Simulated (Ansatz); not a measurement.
Input for Ansatz (a first-principles code): R-CCSD(T)/cc-pV(D+d)Z on H4N2Si (SMILES N[Si]N), a point of a torsion scan. Files ending in .json are basis or fitting sets from the Basis Set Exchange.

Ansatz 0.2 input:
```yaml
crystal:
  periodic: [false, false, false]
  atoms:
    - {symbol: N, position_ang: [1.62430323, -0.03358500, -0.08047746]}
    - {symbol: Si, position_ang: [0.63856508, 0.48966933, 1.25925768]}
    - {symbol: N, position_ang: [0.83998278, -0.89542624, 2.24936089]}
    - {symbol: H, position_ang: [1.39437356, -0.88137080, -0.58070717]}
    - {symbol: H, position_ang: [1.90758016, 0.66877889, -0.74662973]}
    - {symbol: H, position_ang: [1.37765378, -1.70967562, 1.98279446]}
    - {symbol: H, position_ang: [0.36183819, -1.02260732, 3.12404709]}
basis:
  gaussian:
    orbitals: cc-pV_D+d_Z.json
magnetization: {spin_polarized: false}
correlation: {method: ccsd_t, electrons: outside_noble_gas}
scf: {lower_state_search: off}
```

The head of its log:

```
WARN ansatz: RAYON_NUM_THREADS=1 ignored (pool sized by the plan → 1); use --threads N
Functional definition: HF
these checks for a lower state are left out or cut short: stability, starts, cluster_reference, orbital_swaps, neighbouring_geometries, increment
integrals: 0.05 GiB planned
701 factors; integrals over basis functions are off by at most 1.3e-3 eV
mean field: 0.13 GiB planned
mean field evaluation 1: about -10886.2950 eV, gradient 4.0e1 eV
mean field evaluation 2: about -10886.2957 eV, gradient 4.0e1 eV
mean field evaluation 4: about -10889.7654 eV, gradient 2.6e0 eV
mean field evaluation 8: about -10889.8002 eV, gradient 1.8e-4 eV
mean field -10889.80023664 eV, -400.1927773249 hartree, gradient 1.4e-6 eV, S^2 0.000000; 0 other end points of the search recorded, 0 dependent functions left out
7 core orbitals not correlated
reference -10889.80023664 eV, -400.1927773249 hartree; 9, 9 occupied and 55, 55 virtual orbitals, 701 factors
```

Task: Predict the final total energy.

Result: -400.6678 hartree (reference determinant -400.1928, T1 diagnostic 0.015).
